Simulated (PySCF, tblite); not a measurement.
Isomers of C2H9FO2Si2. All values are computed: GFN2-xTB (tblite) harmonic vibrations without scaling, gas phase. Against measured fundamentals such values can be off by several per cent, at times by over 20. Modes of hydrogen on silicon can be 10 to 20 % off. One conformer each.

Electronic energies: PBE0/pcSseg-1 single points on the GFN2-xTB geometries (PySCF, gas phase).

| SMILES | electronic energy, lowest = 0 (kJ/mol) |
| --- | --- |
| O[SiH](O)[C@H]([SiH3])CF | 91.6 |
| F[SiH2]OCOC[SiH3] | 165.2 |
| O[SiH2]O[SiH2]CCF | 0.0 |

Task: How do GFN2-xTB zero-point energies change the relative energies?

Result: 
```json
{"SMILES": "O[SiH2]O[SiH2]CCF", "ZPE (kJ/mol)": "284.6", "of it from modes above 1550 cm⁻¹": "147.2", "electronic (kJ/mol)": "0.0", "with ZPE, lowest = 0 (kJ/mol)": "0.0", "lowest mode (cm⁻¹)": "26", "rings": "0"}
{"SMILES": "O[SiH](O)[C@H]([SiH3])CF", "ZPE (kJ/mol)": "281.2", "of it from modes above 1550 cm⁻¹": "150.6", "electronic (kJ/mol)": "91.6", "with ZPE, lowest = 0 (kJ/mol)": "88.3", "lowest mode (cm⁻¹)": "48", "rings": "0"}
{"SMILES": "F[SiH2]OCOC[SiH3]", "ZPE (kJ/mol)": "278.3", "of it from modes above 1550 cm⁻¹": "138.3", "electronic (kJ/mol)": "165.2", "with ZPE, lowest = 0 (kJ/mol)": "159.0", "lowest mode (cm⁻¹)": "10", "rings": "0"}
```

The zero-point energies span 6.3 kJ/mol, from `F[SiH2]OCOC[SiH3]` to `O[SiH2]O[SiH2]CCF`. The order is unchanged.

Task: And how do the electronic energies of GFN2-xTB itself compare?

Result: `O[SiH2]O[SiH2]CCF` 0.0; `O[SiH](O)[C@H]([SiH3])CF` 176.5; `F[SiH2]OCOC[SiH3]` 134.3 kJ/mol, lowest = 0. Against the energies above, taken from the same isomer `O[SiH2]O[SiH2]CCF`, the largest difference is 84.9 kJ/mol.
